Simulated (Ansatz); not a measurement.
Molecule: C2H6Mg, charge 0, multiplicity 1. 
Geometry from a B3LYP-D3(BJ)/def2-TZVP (Ansatz, a quantum-chemistry and plane-wave program) optimisation:
```xyz
9

Mg     0.0000     0.0000     0.0000
C      1.6122     0.2408    -1.3132
H      2.3583    -0.5500    -1.1895
H      2.1256     1.1941    -1.1555
H      1.2910     0.2184    -2.3590
C     -1.6122    -0.2408     1.3132
H     -2.1921    -1.1399     1.0838
H     -2.3028     0.6068     1.2681
H     -1.2801    -0.3294     2.3521
```

CCSD(T) with Ansatz in growing basis sets, 16 correlated electrons. Valence correlation only, unless marked. Open shells are spin-unrestricted. Spin-orbit coupling is left out. No relativistic terms. Costs are ratios of core time to the smallest set, on shared machines of one kind, and rough; they hold the program's checks for lower states.

| basis | functions | cost over smallest | E(corr) (Eh) | electronic atomisation energy (kcal/mol) |
|---|---|---|---|---|
| def2-SVPD | 109 | 1× | -0.4024 | 678.6 |
| def2-TZVPPD | 211 | 7× | ? | ? |

Problem. What does the step to def2-TZVPPD buy, and how does its cost grow by formal scaling?

Solution. Formally CCSD grows as o²v⁴ and (T) as o³v⁴; with o = 8 and v going from 94 to 196 both grow 19-fold in the last step, while integrals and the mean field grow more slowly. That step adds 61.2 mEh of correlation energy and 15.3 kcal/mol to the atomisation energy. Row: E(corr) (Eh) -0.4636, electronic atomisation energy (kcal/mol) 694.0.
